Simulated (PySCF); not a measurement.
Species: C₃H₇AlO.
Atom-mapped SMILES: `[CH2:1]=[C:2]([CH3:3])[O:4][AlH2:5]` (hydrogens: H6, H7 on C1; H8, H9, H10 on C3; H11, H12 on Al5)

Structure used (PBE0-D3(BJ)/def2-SVP), in Å, numbered top down from 1:
```
atom  x, y, z in Å
C1    -1.3833   -1.4040   -0.5381
C2    -0.5034   -0.4058   -0.3828
C3    -0.8773    0.9841    0.0303
O4     0.8096   -0.6134   -0.5995
Al5    2.3482    0.1312   -0.6336
H6    -1.0451   -2.3959   -0.8423
H7    -2.4466   -1.2392   -0.3629
H8    -0.5725    1.7140   -0.7388
H9    -1.9583    1.0810    0.1916
H10   -0.3582    1.2670    0.9618
H11    3.5453   -0.8321   -0.9912
H12    2.4813    1.6788   -0.3194
```

The closed-shell ground state was solved at several levels (PySCF, density fitting, gas phase, non-relativistic).

```csv
level,basis functions,total energy (Eh),HOMO (eV),LUMO (eV),gap (eV),dipole (D)
B97-D/pcSseg-2,285,-436.1406,-5.41,-1.97,3.44,1.13
CAM-B3LYP/pcSseg-2,285,-436.2048,-7.83,-0.49,7.34,1.32
BHandHLYP/pcSseg-2,285,-436.1756,-7.47,-0.63,6.84,1.36
KT2/pcSseg-2,285,-441.6960,-5.49,-2.13,3.36,1.12
KT3/pcSseg-2,285,-441.2591,-5.45,-2.02,3.43,1.14
PBE0/6-31G*,88,-435.8270,-6.28,-1.16,5.12,1.14
PBE0/def2-SVP,109,-435.6333,-6.46,-1.20,5.26,1.19
PBE0/IGLO-III,254,-435.9385,-6.52,-1.25,5.27,1.21
B97-2/pcSseg-2,285,-436.2220,-6.27,-1.32,4.95,1.25
mPW1PW91/pcSseg-2,285,-436.2414,-6.54,-1.34,5.20,1.26
OPBE/pcSseg-2,285,-436.1346,-5.38,-1.82,3.56,1.17
B3LYP/def2-TZVP,203,-436.3146,-6.32,-1.51,4.81,1.16
PBE0/STO-3G,36,-430.4753,-3.33,3.83,7.16,1.57
```

(1) Estimate the row for PBE0/pcSseg-2, a basis of 285 functions; the other rows only guide the guess.

(2) Over all these levels, which gives the widest orbital gap and which the narrowest?

(3) How much does the basis alone move the frontier levels among the 5 PBE0 rows (the withheld one included)?

(4) In the pcSseg-2 basis, how does the gap go with the fixed share of exact exchange?

(5) How far do the dipole and the HOMO energy spread over the levels?

Results:

(1) Total energy -435.9405 Eh, HOMO -6.53 eV, LUMO -1.34 eV, gap 5.19 eV, dipole 1.26 D.

(2) CAM-B3LYP/pcSseg-2 (range-separated hybrid) has the widest, 7.34 eV, and KT2/pcSseg-2 (GGA) the narrowest, 3.36 eV. The two share the basis. From the narrowest to the widest the HOMO moves by -2.34 eV and the LUMO by +1.64 eV.

(3) The HOMO by 3.20 eV and the LUMO by 5.17 eV. By rising basis size (HOMO, LUMO in eV): STO-3G -3.33, 3.83; 6-31G* -6.28, -1.16; def2-SVP -6.46, -1.20; IGLO-III -6.52, -1.25; pcSseg-2 -6.53, -1.34.

(4) KT2 (0 %) 3.36 eV; KT3 (0 %) 3.43 eV; B97-D (0 %) 3.44 eV; OPBE (0 %) 3.56 eV; B97-2 (21 %) 4.95 eV; PBE0 (25 %) 5.19 eV; mPW1PW91 (25 %) 5.20 eV; BHandHLYP (50 %) 6.84 eV. Each rise in the share widens the gap here.

(5) The dipole runs from 1.12 to 1.57 D (mean 1.23 D) and the HOMO from -7.83 to -3.33 eV.

One conformer stands for the species.

The pairwise dispersion term of B97-D wasn't added to the energies; at a given geometry it leaves orbitals and properties as they are.
